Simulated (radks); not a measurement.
Dynamic dipole polarisability and lines of the tin ion Sn22+, [Ar] 3d10. Calculated with a radial shooting solver on a logarithmic mesh with Libxc functionals: scalar-relativistic Kohn-Sham, exchange-only LDA, spin-polarised, spherical densities, finite nucleus; Fermi nuclear charge, rms radius of each element as measured or else 0.836 A^(1/3) + 0.57 fm. Time-dependent linear response with the Hartree and adiabatic exchange-only LDA kernel, continuum included through the Sternheimer equations, no spin-orbit coupling, so fine structure and intercombination lines are absent. Lines are the poles of the dipole polarisability below minus the highest occupied eigenvalue, found on a grid refined at the orbital gaps; the lowest seven at most are given, and weak or close lines can be missed. The first line takes the name of the lowest orbital gap if no other gap lies below it; otherwise a line is named after a gap within 0.6 % of it, if that gap stands alone.

photon energy (eV),alpha (bohr^3)
0,0.01869
17.955,0.01870
89.775,0.01898
161.59,0.01964
233.41,0.02122
305.23,0.02284
377.05,0.02640
448.87,0.03530
520.69,0.02383
592.51,0.05592
664.33,-1.002
736.15,-0.001976
807.97,0.02949
879.79,-0.01313
951.61,0.03099
1023.4,-0.003428

Lines (eV, oscillator strength): 492.50 (2.517 nm, 3d-4p), f = 0.447; 658.51 (1.883 nm, unassigned), f = 1.92; 662.22 (1.872 nm, unassigned), f = 3.16; 743.34 (1.668 nm, 3d-5p), f = 0.0568; 791.02 (1.567 nm, 3p-4d), f = 1.18; 820.02 (1.512 nm, unassigned), f = 1.71; 856.96 (1.447 nm, 3s-4p), f = 0.324. Higher lines, where found, are left out when the end of the mesh affects them. Those listed give 73 % of the static polarisability (sum of f/w^2). Orbital energy gaps for comparison: 3d-4p 489.02 eV; 3d-4f 645.97 eV; 3p-4s 656.89 eV; 3d-5p 742.02 eV; 3p-4d 788.31 eV.
